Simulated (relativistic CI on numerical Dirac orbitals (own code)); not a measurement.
## Level scheme of Yb¹²⁺

Computed by Dirac-Coulomb-Breit CI, separate exchange-only KLI orbitals for each configuration, model QED, unscaled Slater integrals (own radial code, finite nucleus).

CI space (outside the closed core [Ar] 3d10 4p6 4d10): 4s2.4f10.5s2, 4s2.4f9.5s2.5p, 4s2.4f12, 4s2.4f10.5s.5p, 4s2.4f11.5s, 4s2.4f11.6s, 4s2.4f10.6s2, 4s.4f11.5s2, 4s.4f12.5s, 4f12.5s2. Levels of other configurations are missing.

The lowest level is 4s2.4f10.5s2 5I_8, with 93 % of that term; Hund's rules for 4s2.4f10.5s2 give 5I with J = 8, in agreement.

| No. | Configuration | Term | J | E (eV) | % | Next component (%) | Lifetime (s) | jj configuration (%) |
| --- | --- | --- | --- | --- | --- | --- | --- | --- |
| 1 | 4s2.4f10.5s2 | 5I | 8 | 0.0000 | 93 | 7 3K |  | 4f7/2^4 (59) |
| 2 | 4s2.4f10.5s2 | 5I | 7 | 1.0304 | 97 | 3 3K | 3.94e-02 | 4f5/2^5 4f7/2^5 (77) |
| 3 | 4s2.4f10.5s2 | 5I | 6 | 1.7401 | 95 | 4 3H | 7.28e-02 | 4f5/2^4 4f7/2^6 (61) |
| 4 | 4s2.4f10.5s2 | 5I | 5 | 2.2555 | 90 | 8 3H | 1.66e-01 | 4f5/2^4 4f7/2^6 (36) |
| 5 | 4s2.4f10.5s2 | 5I | 4 | 2.6712 | 89 | 10 3H | 3.84e-01 | 4f5/2^4 4f7/2^6 (38) |
| 6 | 4s2.4f10.5s2 | 5F | 5 | 3.3336 | 74 | 20 3G | 2.37e-01 | 4f7/2^4 (47) |
| 7 | 4s2.4f10.5s2 | 5S | 2 | 3.8601 | 61 | 18 3P |  | 4f7/2^4 (51) |
| 8 | 4s2.4f10.5s2 | 3K | 8 | 3.9368 | 72 | 10 3L | 1.22e-02 | 4f7/2^4 (38) |
| 9 | 4s2.4f10.5s2 | 5F | 4 | 4.0006 | 90 | 6 3F | 1.93e-01 | 4f5/2^5 4f7/2^5 (46) |
| 10 | 4s2.4f9.5s2.5p | 7G | 7 | 4.0402 | 41 | 29 7H |  | 4f5/2^5 4f7/2^4 5p1/2 (43) |
| 11 | 4s2.4f10.5s2 | 5F | 3 | 4.4034 | 88 | 6 3D | 3.73e-01 | 4f5/2^5 4f7/2^5 (67) |
| 12 | 4s2.4f10.5s2 | 5F | 2 | 4.4358 | 51 | 22 5S | 4.80e-01 | 4f5/2^5 4f7/2^5 (37) |
| 13 | 4s2.4f9.5s2.5p | 7H | 8 | 4.5529 | 40 | 40 5I | 7.02e-01 | 4f5/2^5 4f7/2^4 5p1/2 (42) |
| 14 | 4s2.4f10.5s2 | 5G | 6 | 4.6957 | 48 | 35 3H | 2.03e-02 | 4f7/2^4 (38) |
| 15 | 4s2.4f10.5s2 | 5F | 1 | 4.7021 | 74 | 23 3D | 2.15e-01 | 4f5/2^5 4f7/2^5 (67) |
| 16 | 4s2.4f9.5s2.5p | 7H | 6 | 4.7910 | 35 | 25 7G | 4.87e-02 | 4f5/2^5 4f7/2^4 5p1/2 (44) |
| 17 | 4s2.4f10.5s2 | 3K | 7 | 4.9099 | 84 | 10 3L | 1.55e-02 | 4f5/2^5 4f7/2^5 (52) |
| 18 | 4s2.4f10.5s2 | 3G | 5 | 4.9314 | 40 | 22 5F | 2.19e-02 | 4f5/2^5 4f7/2^5 (43) |
| 19 | 4s2.4f9.5s2.5p | 7H | 5 | 5.3346 | 44 | 19 7G | 9.38e-02 | 4f5/2^4 4f7/2^5 5p1/2 (50) |
| 20 | 4s2.4f10.5s2 | 3G | 4 | 5.3990 | 44 | 39 5G | 3.34e-02 | 4f5/2^5 4f7/2^5 (55) |
| 21 | 4s2.4f10.5s2 | 3L | 9 | 5.4324 | 90 | 10 3M | 1.35e-01 | 4f5/2^5 4f7/2^5 (96) |
| 22 | 4s2.4f10.5s2 | 3H | 6 | 5.5207 | 52 | 40 5G | 1.30e-02 | 4f5/2^5 4f7/2^5 (61) |
| 23 | 4s2.4f9.5s2.5p | 7D | 5 | 5.6402 | 53 | 19 7F |  | 4f5/2^5 4f7/2^4 5p1/2 (45) |
| 24 | 4s2.4f10.5s2 | 3K | 6 | 5.6920 | 87 | 4 1I | 3.62e-02 | 4f5/2^4 4f7/2^6 (46) |
| 25 | 4s2.4f9.5s2.5p | 7I | 7 | 5.7361 | 26 | 24 5I | 2.41e-02 | 4f5/2^5 4f7/2^4 5p1/2 (49) |
| 26 | 4s2.4f10.5s2 | 5G | 5 | 5.7587 | 64 | 25 3H | 1.48e-02 | 4f5/2^5 4f7/2^5 (51) |
| 27 | 4s2.4f10.5s2 | 5F | 2 | 5.7623 | 33 | 17 1D | 2.05e-02 | 4f5/2^4 4f7/2^6 (49) |
| 28 | 4s2.4f9.5s2.5p | 7H | 4 | 5.7953 | 37 | 16 7I | 1.38e-01 | 4f5/2^4 4f7/2^5 5p1/2 (36) |
| 29 | 4s2.4f10.5s2 | 3H | 4 | 6.0166 | 24 | 24 3F | 1.48e-02 | 4f7/2^4 (39) |
| 30 | 4s2.4f10.5s2 | 5G | 3 | 6.1122 | 60 | 15 3F | 8.57e-02 | 4f5/2^5 4f7/2^5 (68) |
| 31 | 4s2.4f9.5s2.5p | 7F | 4 | 6.1795 | 22 | 22 7D | 1.09e-01 | 4f5/2^5 4f7/2^4 5p1/2 (40) |
| 32 | 4s2.4f9.5s2.5p | 7I | 6 | 6.2131 | 23 | 19 5H | 8.51e-02 | 4f5/2^4 4f7/2^5 5p1/2 (38) |
| 33 | 4s2.4f9.5s2.5p | 7H | 3 | 6.2983 | 35 | 21 7I | 1.10e-01 | 4f5/2^4 4f7/2^5 5p1/2 (29) |
| 34 | 4s2.4f10.5s2 | 5G | 2 | 6.4176 | 46 | 26 3F | 4.30e-02 | 4f5/2^4 4f7/2^6 (40) |
| 35 | 4s2.4f10.5s2 | 3L | 8 | 6.4993 | 67 | 15 3K | 1.66e-02 | 4f5/2^4 4f7/2^6 (71) |
| 36 | 4s2.4f10.5s2 | 3M | 10 | 6.5244 | 98 | 2 1N | 6.38e-01 | 4f5/2^5 4f7/2^5 (84) |
| 37 | 4s2.4f9.5s2.5p | 7G | 5 | 6.6175 | 29 | 20 5G | 1.21e-01 | 4f5/2^5 4f7/2^4 5p1/2 (47) |
| 38 | 4s2.4f10.5s2 | 3P | 1 | 6.6494 | 63 | 21 3D | 1.48e-02 | 4f5/2^4 4f7/2^6 (52) |
| 39 | 4s2.4f9.5s2.5p | 7G | 3 | 6.6522 | 30 | 18 7F | 7.08e-02 | 4f5/2^4 4f7/2^5 5p1/2 (37) |
| 40 | 4s2.4f10.5s2 | 3D | 3 | 6.6870 | 55 | 12 3G | 1.63e-02 | 4f5/2^4 4f7/2^6 (60) |
| 41 | 4s2.4f9.5s2.5p | 7G | 2 | 6.8168 | 41 | 22 7H | 1.57e-01 | 4f5/2^4 4f7/2^5 5p1/2 (44) |
| 42 | 4s2.4f10.5s2 | 1L | 8 | 6.8619 | 61 | 18 3M | 3.05e-02 | 4f5/2^4 4f7/2^6 (63) |
| 43 | 4s2.4f9.5s2.5p | 7I | 5 | 6.8631 | 23 | 23 5H | 6.71e-02 | 4f5/2^4 4f7/2^5 5p1/2 (29) |
| 44 | 4s2.4f9.5s2.5p | 7I | 4 | 7.0306 | 29 | 22 5H | 5.20e-02 | 4f5/2^4 4f7/2^5 5p1/2 (43) |
| 45 | 4s2.4f10.5s2 | 3F | 3 | 7.0320 | 40 | 33 3G | 5.25e-02 | 4f5/2^4 4f7/2^6 (45) |

Energies count from the lowest computed level; lifetimes are radiative, by E1, M1, E2, M2 decay to levels of this space only; some are left blank where a channel outside the calculation adds to the decay or the decay crosses a small, uncertain gap. Filled j subshells are mostly left out of the jj labels.

The mean weight of the leading LS term, summed over parents, in these 45 levels is 56 %, and that of the leading jj configuration (from the same eigenvectors) 50 %.

At this charge transitions that keep the count of f electrons are usually good to a few per cent. Terms inside the open d or f shell come out 10 to 20 % too wide with unscaled integrals. Levels and lines within the n = 5 or 6 shells can be off by up to 10 % or somewhat more, and those that change n by about 2 %, since core polarisation is missing. Levels that differ in their count of f electrons can be misplaced by several ten thousand cm⁻¹, since the correlation energy of f electrons is missing or only estimated; rates across such gaps can be off by orders of magnitude.

Landé's interval rule says that E(J) − E(J−1) = AJ with one A. For the ground term the intervals give A = -670.6, -692.9, -817.7, -1038.9 cm⁻¹ for J = 5, 6, 7, 8; the multiplet is inverted.

LS names give the leading component of a level, which can be under half, so a name can repeat, a term be missing and a line seem to break the LS rules.
